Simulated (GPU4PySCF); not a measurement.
Vertical excitations of a molecule C9H14O3Si from TDA-M06-2X/def2-SVPD run with GPU4PySCF, as energy in eV (oscillator strength): 5.56 (0.004), 6.47 (0.048), 6.62 (0.015), 6.95 (0.000), 7.08 (0.000), 7.16 (0.000), 7.46 (0.000), 7.47 (0.936), 7.52 (0.607), 7.67 (0.352), 7.74 (0.030), 7.85 (0.023). Lowest triplet (TDA): 4.51 eV. Coordinates come from a ωB97X-D3(BJ)/def2-TZVP optimisation. One conformer was computed; it need not be the lowest.

Question: Identify the compound among the candidates.
A. C#C/C=C/C=C/[Si](OC)(OC)OC
B. COC(=O)c1cc([Si](C)(C)C)co1
C. C#C/C(=C\C=C)[Si](OC)(OC)OC
D. CO[Si](OC)(OC)c1ccccc1

Answer: D, CO[Si](OC)(OC)c1ccccc1
